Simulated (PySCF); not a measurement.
**Identify the compound**

Molecular formula: C$_{12}$H$_{10}$. Simulated spectra:

¹H NMR (600 MHz, computed): δ 8.08 (m, 1H), 7.80 (m, 1H), 7.76 (d, J = 9.2 Hz, 1H), 7.66 (dd, J = 8.1, 1.0 Hz, 1H), 7.64 (ddd, J = 18.5, 12.3, 1.0 Hz, 1H), 7.54 (m, 1H), 7.52 (m, 1H), 7.49 (dd, J = 9.2, 8.1 Hz, 1H), 5.93 (dd, J = 18.5, 2.1 Hz, 1H), 5.58 (dd, J = 12.3, 2.1 Hz, 1H).

¹³C{¹H} NMR (computed): δ 145.2, 142.4, 138.4, 135.9, 134.8, 134.7, 131.7, 131.6, 131.4, 129.9, 129.5, 123.4.

- J: B3LYP/pcJ-1 (without the spin–dipole term)
- GIAO B3LYP/pcSseg-1 shieldings
- structure optimised with PBE0-D3(BJ)/def2-SVP
- run in PySCF 2.14
- a single conformation, no solvent, non-relativistic

Chemical shifts δ = σref − σ; TMS for ¹H, ¹³C, all at this level.

**Question.** Deduce the structure.

**Answer.** 
The formula gives 8 degrees of unsaturation (2 rings in the answer). 12 carbon signals for 12 carbons: no two carbons are equivalent. Carbon types of the structure: 3 × C, 8 × CH, 1 × CH2, which accounts for all hydrogens. δC 145.2: alkene CH; as expected for a trigonal carbon in a double bond. δC 142.4: substituted aromatic carbon. δC 138.4, 135.9: ring-fusion aromatic carbon. δC 134.8, 134.7, 131.7, 131.6, 131.4, 129.9, 129.5: aromatic CH; the aromatic region. δC 123.4: terminal =CH2 carbon; as expected for a trigonal carbon in a double bond. δH 7.64: hydrogen on an alkene CH; attached to an sp2 carbon and in the plane of the double bond. δH 5.93, 5.58: hydrogen on a terminal =CH2 carbon; a vinylic proton, deshielded by the sp2 carbon and the C=C anisotropy. The protons at 5.93 and 7.64 share a coupling of 18.5 Hz (vicinal, trans across C=C). The protons at 5.58 and 7.64 share a coupling of 12.3 Hz (vicinal, cis across C=C). The protons at 7.49 and 7.76 share a coupling of 9.2 Hz (vicinal, an ortho-type coupling). The protons at 7.66 and 7.49 share a coupling of 8.1 Hz (vicinal, an ortho-type coupling).

These data were computed for SMILES C=Cc1cccc2ccccc12.

The data come from this structure; uniqueness wasn't tested.

Multiplet labels drop couplings under 1 Hz and merge nearly equal ones. Unscaled 3J(H,H) at this level run about 10 % above measured values. Shifts are as computed. Against solution values, carbons near 30 ppm lie about +2 ppm off and those near 130 ppm about +6 ppm. Of 1211 compounds with measured shifts, 218 miss one by over three times the rms of a fit or turn the order of signals round; such compounds aren't used in these exercises.
